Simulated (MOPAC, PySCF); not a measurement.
Donor–acceptor adduct: AlF2H (SMILES [F][AlH][F]) (first 4 atoms) with NH3 (SMILES N); geometry from B3LYP-D3(BJ)/def2-TZVP, rigid monomers moved along the line of their centres of mass till Al2···N5 is 1.83 Å.
(charge 0, multiplicity 1):
| atom | x (Å) | y (Å) | z (Å) |
|---|---|---|---|
| F | 1.2279 | 0.7473 | 0.6289 |
| Al | -0.2766 | 0.2782 | 1.1891 |
| F | -0.7081 | -1.2994 | 0.8389 |
| H | -1.4182 | 1.3607 | 1.2156 |
| N | 0.2311 | -0.0239 | 2.9255 |
| H | 0.5887 | 0.8196 | 3.3656 |
| H | -0.5398 | -0.3740 | 3.4879 |
| H | 0.9714 | -0.7217 | 2.9459 |

Interaction energies are E(AB) − E(A) − E(B) at the monomers' geometry in the complex; basis-set methods are counterpoise corrected. Rows marked so take none.

Rows in 3-21G, 6-31G*, STO-3G carry no dispersion term and start afresh at each structure (6-31G* with six Cartesian d functions). The state that PM7 reach isn't checked; PM7 holds dispersion and hydrogen-bond terms.

Codes used: MOPAC for PM7 (differences of heats of formation); PySCF for 3-21G rows, 6-31G* rows, STO-3G rows. Values without a source in brackets are computed.

Task: One of these levels gives -2304.3 meV for the interaction energy. Which one is it?
A) BP86/6-31G* (no counterpoise)
B) HF/STO-3G (no counterpoise)
C) PM7
D) B3LYP/3-21G (no counterpoise)

Result: D, B3LYP/3-21G (no counterpoise). The others give -1214.0 (PM7), -1846.0 (HF/STO-3G (no counterpoise)), -1416.9 (BP86/6-31G* (no counterpoise))
